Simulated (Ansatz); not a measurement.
Results of the Gaussian-basis code of Ansatz.

Basis-set series for CH$_{6}$BNO$_{2}$ (`COB(N)O`). Total charge 0; spin multiplicity 1. The structure was optimised at the PBE0-D4/def2-TZVP level. It is one conformer, not always the lowest.

```json
{"functional": "PBE0-D4", "basis": "def2-SVP", "functions": "100", "energy (Eh)": "-271.40264", "HOMO (eV)": "-7.28", "LUMO (eV)": "1.72"}
{"functional": "PBE0-D4", "basis": "def2-QZVPP", "functions": "465", "energy (Eh)": "-271.73776", "HOMO (eV)": "-7.63", "LUMO (eV)": "0.51"}
{"functional": "ωB97M-V", "basis": "def2-SVP", "functions": "100", "energy (Eh)": "-271.59783", "HOMO (eV)": "-9.69", "LUMO (eV)": "3.34"}
{"functional": "ωB97M-V", "basis": "def2-QZVPP", "functions": "465", "energy (Eh)": "-271.94218", "HOMO (eV)": "-10.04", "LUMO (eV)": "1.64"}
```

**Question.** Give the rows for def2-TZVPP. (An estimate is asked.)

**Answer.** The calculation gave: 
```tsv
functional	basis	functions	energy (Eh)	HOMO (eV)	LUMO (eV)
PBE0-D4	def2-TZVPP	239	-271.72164	-7.57	0.86
ωB97M-V	def2-TZVPP	239	-271.92673	-9.99	2.18
```

Positive LUMOs are unbound and depend on the basis.
